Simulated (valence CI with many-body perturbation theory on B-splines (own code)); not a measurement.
**Sb³⁶⁺: calculated level list**

Level of theory: valence CI with perturbative core correlation (CI+MBPT): five valence electrons over a frozen Dirac-Fock core [Ne], a basis of 11 s, 11 p, 10 d, 8 f, 5 g, 2 h functions for each j, with the one-electron correlation potential Σ1 (screened to all orders), the two-electron term Σ2, the three-electron term Σ3, Breit, model QED; selected single and double excitations, second order for the rest, scaled by the run's own slope (own B-spline code, finite nucleus).

No measured spectrum was set against this ion. As an estimate, large intervals hold to a few tenths of a per cent, small ones and those within an open d or f shell to about a per cent. Among the levels kept, up to 4300 cm⁻¹ of a level comes from second order outside the variational space, and about a tenth of that is noise between levels of different J, which matters for small intervals.

Levels 46 to 90 of 168, with energies above the lowest level, (3s^2 3p1/2^2 3p3/2) J=3/2. "Leading %" is the weight of the configuration and term that name the level; weights of strongly mixed levels are sums over their largest components and can fall short. In the jj column 3d3/2^4 stands for four electrons in 3d with j = 3/2. Lifetimes count E1, E2, E3, M1 and M2 decay at the calculated energies, and are blank where another channel may lead or the interval is too uncertain; long ones can be off by a factor of two.

| No. | Configuration | Term | J | E (× 10³ cm⁻¹) | Leading % | Leading jj | g | Lifetime |
| --- | --- | --- | --- | --- | --- | --- | --- | --- |
| 46 | 3s²3p²3d | ²D | 5/2 | 2464.1 | 53 | 3s^2 3p3/2^2 3d5/2 (83 %) | 1.128 | 3.21 ps |
| 47 | 3s3p³3d | ⁴D° | 5/2 | 2500.4 | 33 | 3s 3p1/2^2 3p3/2 3d5/2 (80 %) | 1.396 | 21.4 ps |
| 48 | 3s3p³3d | ²P° | 3/2 | 2519.0 | 30 | 3s 3p1/2^2 3p3/2 3d5/2 (44 %) | 1.267 | 21.0 ps |
| 49 | 3s3p⁴ | ²P | 1/2 | 2531.6 | 28 | 3s 3p3/2^4 (66 %) | 1.644 | 1.92 ps |
| 50 | 3s3p³3d | ⁴G° | 5/2 | 2534.8 | 37 | 3s 3p1/2^2 3p3/2 3d3/2 (79 %) | 0.835 | 9.08 ps |
| 51 | 3s3p³3d | ⁴D° | 1/2 | 2555.3 | 50 | 3s 3p1/2^2 3p3/2 3d3/2 (79 %) | 0.590 | 7.97 ps |
| 52 | 3s3p³3d | ²F° | 7/2 | 2580.1 | 31 | 3s 3p1/2^2 3p3/2 3d5/2 (54 %) | 1.225 | 16.3 ps |
| 53 | 3s3p³3d | ⁴G° | 7/2 | 2649.4 | 27 | 3s 3p1/2^2 3p3/2 3d5/2 (79 %) | 1.136 | 9.55 ps |
| 54 | 3s3p³3d | ⁴D° | 1/2 | 2665.4 | 62 | 3s 3p1/2^2 3p3/2 3d5/2 (67 %) | 0.402 | 18.3 ps |
| 55 | 3s3p³3d | ⁴D° | 3/2 | 2692.0 | 43 | 3s 3p1/2 3p3/2^2 3d3/2 (73 %) | 1.168 | 39.7 ps |
| 56 | 3s3p³3d | ⁴F° | 5/2 | 2693.2 | 39 | 3s 3p1/2^2 3p3/2 3d5/2 (49 %) | 1.081 | 10.3 ps |
| 57 | 3s3p³3d | ⁶D° | 1/2 | 2718.2 | 28 | 3s 3p1/2 3p3/2^2 3d3/2 (65 %) | 1.892 | 47.5 ps |
| 58 | 3s3p³3d | ⁴D° | 3/2 | 2718.6 | 37 | 3s 3p1/2^2 3p3/2 3d5/2 (73 %) | 1.390 | 7.35 ps |
| 59 | 3s3p³3d | ⁴D° | 5/2 | 2731.0 | 19 | 3s 3p1/2 3p3/2^2 3d3/2 (50 %) | 1.203 | 11.2 ps |
| 60 | 3s3p³3d | ⁴F° | 7/2 | 2748.3 | 44 | 3s 3p1/2 3p3/2^2 3d3/2 (51 %) | 1.252 | 52.6 ps |
| 61 | 3s²3p3d² | ⁴G° | 5/2 | 2751.2 | 44 | 3s^2 3p1/2 3d3/2^2 (80 %) | 0.799 | 6.76 ps |
| 62 | 3p⁵ | ²P° | 3/2 | 2798.8 | 28 | 3p1/2^2 3p3/2^3 (28 %) | 1.211 | 5.66 ps |
| 63 | 3s3p³3d | ⁴D° | 7/2 | 2810.2 | 49 | 3s 3p1/2 3p3/2^2 3d5/2 (61 %) | 1.326 | 41.5 ps |
| 64 | 3s3p³3d | ⁴G° | 9/2 | 2812.2 | 37 | 3s 3p1/2 3p3/2^2 3d3/2 (48 %) | 1.232 | 165 ps |
| 65 | 3s3p³3d | ⁴F° | 9/2 | 2867.2 | 37 | 3s 3p1/2 3p3/2^2 3d5/2 (79 %) | 1.299 | 25.5 ps |
| 66 | 3s3p³3d | ⁴D° | 1/2 | 2874.6 | 34 | 3s 3p1/2 3p3/2^2 3d3/2 (23 %) | 0.656 | 3.70 ps |
| 67 | 3s3p³3d | ⁴D° | 5/2 | 2908.5 | 13 | 3s 3p1/2 3p3/2^2 3d3/2 (43 %) | 1.229 | 4.52 ps |
| 68 | 3s3p³3d | ²P° | 1/2 | 2914.3 | 44 | 3s 3p1/2 3p3/2^2 3d5/2 (44 %) | 0.699 | 12.6 ps |
| 69 | 3s3p³3d | ⁴F° | 3/2 | 2916.0 | 29 | 3s 3p1/2 3p3/2^2 3d3/2 (49 %) | 0.879 | 4.27 ps |
| 70 | 3s²3p3d² | ⁴G° | 7/2 | 2920.6 | 50 | 3s^2 3p1/2 3d3/2 3d5/2 (64 %) | 1.077 | 8.67 ps |
| 71 | 3s3p³3d | ²G° | 9/2 | 2923.5 | 45 | 3s 3p1/2 3p3/2^2 3d5/2 (62 %) | 1.182 | 95.3 ps |
| 72 | 3s3p³3d | ⁴P° | 5/2 | 2934.0 | 39 | 3s^2 3p1/2 3d3/2 3d5/2 (40 %) | 1.280 | 3.71 ps |
| 73 | 3s3p³3d | ⁴S° | 3/2 | 2938.0 | 24 | 3s 3p1/2 3p3/2^2 3d3/2 (43 %) | 1.486 | 3.19 ps |
| 74 | 3s3p³3d | ⁴D° | 7/2 | 2947.2 | 38 | 3s 3p1/2 3p3/2^2 3d3/2 (60 %) | 1.231 | 3.44 ps |
| 75 | 3s3p³3d | ⁴G° | 11/2 | 2955.3 | 95 | 3s 3p1/2 3p3/2^2 3d5/2 (95 %) | 1.268 | 29.4 ps |
| 76 | 3s²3p3d² | ⁴F° | 3/2 | 2961.8 | 27 | 3s^2 3p1/2 3d3/2^2 (49 %) | 0.928 | 1.65 ps |
| 77 | 3s²3p3d² | ⁴D° | 1/2 | 2988.0 | 43 | 3s^2 3p1/2 3d3/2^2 (33 %) | 0.471 | 3.63 ps |
| 78 | 3s3p³3d | ⁴F° | 3/2 | 2995.3 | 40 | 3s 3p1/2 3p3/2^2 3d3/2 (65 %) | 0.825 | 4.82 ps |
| 79 | 3s²3p3d² | ²H° | 9/2 | 2995.9 | 24 | 3s^2 3p1/2 3d3/2 3d5/2 (56 %) | 1.095 | 6.98 ps |
| 80 | 3s3p³3d | ⁴D° | 5/2 | 2997.3 | 28 | 3s 3p1/2 3p3/2^2 3d5/2 (34 %) | 1.144 | 7.34 ps |
| 81 | 3s3p³3d | ⁴P° | 1/2 | 3001.1 | 46 | 3s 3p1/2 3p3/2^2 3d5/2 (61 %) | 2.082 | 7.01 ps |
| 82 | 3s3p³3d | ²G° | 7/2 | 3014.2 | 35 | 3s 3p1/2 3p3/2^2 3d3/2 (60 %) | 1.019 | 4.31 ps |
| 83 | 3s3p³3d | ²D° | 5/2 | 3020.3 | 24 | 3s 3p1/2 3p3/2^2 3d3/2 (50 %) | 1.078 | 5.39 ps |
| 84 | 3s3p³3d | ⁴P° | 3/2 | 3020.5 | 19 | 3s 3p1/2 3p3/2^2 3d5/2 (41 %) | 1.242 | 4.30 ps |
| 85 | 3s3p³3d | ⁴F° | 3/2 | 3045.4 | 20 | 3s 3p1/2 3p3/2^2 3d3/2 (54 %) | 1.186 | 3.18 ps |
| 86 | 3s²3p3d² | ⁴P° | 1/2 | 3046.1 | 38 | 3s^2 3p1/2 3d3/2 3d5/2 (38 %) | 1.916 | 3.37 ps |
| 87 | 3s3p³3d | ⁴P° | 5/2 | 3068.5 | 30 | 3s 3p1/2 3p3/2^2 3d5/2 (75 %) | 1.308 | 9.97 ps |
| 88 | 3s3p³3d | ²F° | 7/2 | 3072.5 | 43 | 3s 3p1/2 3p3/2^2 3d5/2 (51 %) | 1.160 | 6.12 ps |
| 89 | 3s3p³3d | ⁴D° | 5/2 | 3084.7 | 25 | 3s 3p1/2 3p3/2^2 3d3/2 (38 %) | 1.141 | 2.33 ps |
| 90 | 3s3p³3d | ⁴D° | 7/2 | 3089.0 | 31 | 3s 3p1/2 3p3/2^2 3d5/2 (75 %) | 1.178 | 6.78 ps |
